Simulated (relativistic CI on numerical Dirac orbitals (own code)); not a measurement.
# Hyperfine structure of Tb LIX, mass number 159

Method of calculation: Dirac-Coulomb-Breit CI, separate exchange-only KLI orbitals for each configuration, model QED, unscaled Slater integrals (own radial code, finite nucleus).

Configuration list (outside the closed core 1s2): 2s2 2p3, 2s 2p4, 2p5, 2p4 3s, 2p4 3p, 2p4 3d, 2s2 2p2 3s, 2s2 2p2 3p, 2s2 2p2 3d, 2s 2p3 3s, 2s 2p3 3p, 2s 2p3 3d, 2s2 2p2 4s, 2s2 2p2 4p, 2s2 2p2 4d, 2s2 2p2 4f. Levels of other configurations are missing.

Nuclear spin I = 3/2, μ = 2.009 μN, Q = 1.432 b (tables of Stone and Pyykkö). The electronic factors are computed for point nuclear moments, without core polarisation or the Bohr-Weisskopf and QED corrections.

| Level | E (10³ cm⁻¹) | A (GHz) | B (GHz) |
| --- | --- | --- | --- |
| 2s2 2p3 2D°_5/2 | 6311.9 | 1726 | -3.43 |
| 2s2 2p3 2P°_1/2 | 6653.2 | 5664 |  |
| 2s 2p4 4P_5/2 | 8424.2 | 4127 | 262 |
| 2s 2p4 2S_1/2 | 9146.1 | 17620 |  |
| 2s2 2p3 2P°_3/2 | 12797.0 | 756.1 | -1580 |
| 2s 2p4 4P_3/2 | 14745.6 | 4181 | -1180 |
| 2s 2p4 2D_5/2 | 15055.6 | 5136 | -1790 |
| 2s 2p4 2P_1/2 | 15474.2 | -6385 |  |

Levels with J = 0, under 50 % of one LS term, or S terms without an open s electron are left out. Small factors come from cancelling terms and can be off by tens of per cent or more.

At this charge energies of transitions that change n are usually good to better than 1 %, and those within a shell (Δn = 0) to a few per cent.

Task: Give the hyperfine levels of 2s2 2p3 2P°_1/2 relative to its centre of gravity.

Result: With K = F(F + 1) − I(I + 1) − J(J + 1), E = AK/2: F = 1: -7080, F = 2: 4248 GHz.

LS names give the leading component of a level, which can be under half, so a name can repeat, a term be missing and a line seem to break the LS rules.
